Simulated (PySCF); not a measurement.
2-bromopropene, C₃H₅Br.
Numbering: `[CH2:1]=[C:2]([CH3:3])[Br:4]`

The computed photoelectron lines, unassigned: C 1s: 290.32 (area 1), 291.29 (area 1), 291.86 (area 1) eV.

Theory: delta-SCF UKS SCAN, pcX-2 on the ionised atom, pcseg-1 elsewhere, spin-free X2C (PySCF). Isolated species at its PBE0-D3(BJ)/def2-SVP geometry, gas phase.

Task: Assign the C 1s lines to atoms.

Result: 290.32 eV: C1 (terminal =CH2 carbon); 291.29 eV: C3 (allylic carbon); 291.86 eV: C2 (fully substituted alkene carbon). The listed C 1s values span 1.54 eV, from C1 (bonded to C (double bond) and 2 H) to C2 (bonded to Br, C (double bond) and C). The widest gap between neighbouring values is 0.97 eV, between 290.32 and 291.29 eV. Summing the Pauling electronegativity differences to the bonded atoms, each weighted by its formal bond order, gives -0.70 for the lowest site and +0.41 for the highest; no listed site has a larger sum than the highest. The smallest sum, -1.05, belongs to C3, 0.97 eV above the lowest.

Bonded neighbours of each site: C1: C (double bond) and 2 H; C2: Br, C (double bond) and C; C3: C and 3 H.

Task: Which photon energy gives electrons from C 1s of C3 a kinetic energy of 20 eV, and what is their de Broglie wavelength?

Result: hν = 291.29 + 20 = 311.29 eV, recoil neglected; λ = 12.264 Å/√(E/eV) = 2.74 Å.

The unrestricted hole states depart most from a pure doublet (⟨S²⟩ = 0.75; over 0.85 named) for C 1s of C2 (0.86), which makes this value less certain. No level of bromine is listed.

The run took 21 s wall on one thread of an x86-64 server, no GPU, shared host.
